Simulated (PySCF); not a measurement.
SnHCl2Br, SMILES [Br][SnH]([Cl])[Cl]. Heavy atoms are numbered as in [SnH:1]([Cl:2])([Cl:3])[Br:4]. Hydrogens are named by the atom that carries them.

Geometry optimised at PBE0-D3(BJ)/def2-SVP. The structure was generated by enumeration; whether it is a known compound was not checked. The def2 effective core potentials stand for the cores of Sn; spin–orbit coupling is left out.

The numbers are results of r2SCAN/def2-TZVP (PySCF), not measurements.

ESP charges are fitted to the potential on shells at 1.4 to 2.0 van der Waals radii. Atomic charges (e), one atom of each kind:

| atom | Mulliken | Löwdin | ESP fit |
|---|---|---|---|
| Sn1 (SnH) | [?] | -0.16 | 0.17 |
| Cl2 | [?] | 0.06 | -0.10 |
| Br4 | [?] | 0.08 | -0.06 |
| H on Sn1 | [?] | -0.04 | 0.10 |

Q: Complete the blanks. (An estimate is asked for; the answer gives what the named calculation found.)

A: 
- Sn1 (SnH), Mulliken: 0.94
- Cl2, Mulliken: -0.33
- Br4, Mulliken: -0.29
- H on Sn1, Mulliken: 0.01
